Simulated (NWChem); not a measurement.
Atomisation of C3H3N2

SMILES: [c]1c[nH]cn1
```xyz
8

C     -0.6172     1.0365     0.0000
C     -1.1630    -0.2211     0.0000
N     -0.0537    -1.0422     0.0000
C      1.0464    -0.2475     0.0000
N      0.7080     1.0268     0.0000
H     -2.1807    -0.5994     0.0000
H     -0.0582    -2.0549     0.0000
H      2.0613    -0.6449     0.0000
```
Charge 0, spin multiplicity 2.

The numbers come from NWChem runs, not from measurements. All single points use one geometry, from UPBE0/def2-SVP, a minimum by its harmonic frequencies.

Basis set: def2-TZVP. The atomisation energy is electronic alone: no zero-point, thermal, spin-orbit or counterpoise terms. No value is extrapolated to the basis-set limit. Free atoms are single determinants with multiplicities C 3, N 4, H 2.

B3LYP has NWChem's definition, with VWN1-RPA local correlation. The structure started from a generated list of species. The unpaired electrons of the parent sit in orbitals of symmetry a' (Cs labels of the run); other states weren't searched. No SCF solution was tested for a lower state.

Problem. Order these methods by the atomisation energy they give, lowest first: LDA (SVWN5), B3LYP, BHandHLYP, PBE, PBE0.

Solution. BHandHLYP (785.2 kcal/mol), B3LYP (827.2 kcal/mol), PBE0 (843.3 kcal/mol), PBE (874.5 kcal/mol), LDA (SVWN5) (993.5 kcal/mol)
